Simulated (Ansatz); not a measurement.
Frontier orbitals of `C#C[S][GaH][F]`.

Cartesian coordinates in Å:
```
C 1.181 -1.137 1.460
C 0.509 -0.177 1.189
S -0.418 1.194 0.897
Ga -0.937 0.866 -1.224
F -0.303 -0.589 -1.950
H 1.775 -1.991 1.688
H -1.806 1.834 -2.062
```

The species carries charge 0 and has multiplicity 1. Correlated methods include outer-core shells of Ga, which these sets cover unevenly. Scalar relativity is left out up to krypton. Geometry: relaxed with PBE0-D4/def2-TZVP. It is one conformer, not always the lowest. Basis def2-TZVPP, the Gaussian-basis code of Ansatz.

```csv
functional,HOMO (eV),LUMO (eV),gap (eV)
PBE,-6.10,-2.29,3.81
PBE0,-7.20,-1.52,5.68
HSE06 (plane-wave form),-6.81,-1.88,4.93
ωB97M-V,-9.28,0.20,9.48
```

A quarter of exact exchange (PBE0) shifts PBE's HOMO by −1.10 eV and its LUMO by +0.77 eV; full exchange at long range (ωB97M-V) shifts them by −3.17 and +2.49 eV. The gap opens from 3.82 to 9.48 eV, since occupied levels lose self-interaction and empty ones feel all the electrons. A positive LUMO is unbound and depends on the basis.
